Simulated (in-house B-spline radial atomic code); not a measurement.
Results of a calculation; reference values are marked as such.
## Xe in an electron gas of r_s = 2.07: phase shifts, screening, friction and resistivity

A nucleus sits in a uniform electron gas with a rigid positive background. The Kohn-Sham equations are solved self-consistently in the spin-unpolarised LDA (PW92), non-relativistic, on B-splines with outgoing waves at the boundary and partial waves to l = 8. The model has no lattice, no bands and no magnetic solution. Atomic units; δ_l are the phase shifts at the Fermi level, counted so that each bound state adds π, and good to about 0.0005.

The density parameter is r_s = 2.07 bohr, near that of the valence electrons of Al (3 per atom, density 2.7 g/cm³, mass 26.98 u, which gives r_s = 2.07).

```tsv
l	δ_l (rad)
0	13.7604
1	11.2653
2	7.1812
3	0.1645
4	0.0183
5	0.0034
6	0.0006
7	0.0002
8	0.0001
```

Bound levels below the band bottom (hartree): s -6.367, p -4.754, d -1.98, s -0.4003, p -0.06163 and deeper ones.

Check the Friedel sum rule, and say where the screening charge sits.

k_F = (9π/4)^(1/3)/r_s = 0.92713. The rule is Z = (2/π) Σ (2l + 1) δ_l. The terms are s 8.760, p 21.515, d 22.858, f 0.733 and 0.137 beyond, in all 54.003 against Z = 54. Bound states hold 10 s, 24 p, 20 d electrons, so the scattering states carry 0.00 in all; where a term is smaller than its bound count, the bound level has drawn weight out of the band.

Find the transport cross section and the electronic stopping of a 2 keV Xe ion (mass 131.29 u).

σ_tr = (4π/k_F²) Σ (l + 1) sin²(δ_l − δ_(l+1)). The terms for l = 0 to 3 are 0.3629, 1.3091, 1.3446, 0.0849, all together 3.1026, so σ_tr = 14.619 × 3.1026 = 45.358 bohr². With n = 3/(4π r_s³) = 0.02692, the friction coefficient is Q = n k_F σ_tr = 1.1319. For v well below v_F = 0.927, dE/dx = Q v; with 24801 eV per u at v = 1, v = √(2000/(24801 × 131.29)) = 0.0248, so dE/dx = 0.02805 hartree/bohr = 14.4 eV/nm.

What residual resistivity would 1 atomic per cent of such centres give in Al?

Δρ = k_F n_i σ_tr/n in atomic units of 21.74 μΩ·cm. With one host atom per 3 electrons, n_i/n = 0.01/3, so Δρ = 0.9271 × 0.00333 × 45.358 × 21.74 = 3.05 μΩ·cm. This is an atom added to the gas, as on an interstitial site.

On a substitutional site the background of one host ion, a sphere holding 3 charges, is taken out. The phase shifts for l = 0 to 4 become 13.5354, 10.9967, 6.6259, 0.0576, 0.0052. What follows?

The Friedel sum is now 51.01, for Z − 3 = 51. The sum in σ_tr is 2.3455, so σ_tr = 34.29 bohr² and Δρ = 2.30 μΩ·cm per atomic per cent, 0.76 times the value above. A real host ion scatters too, so this model doesn't give zero even for the host's own atom.
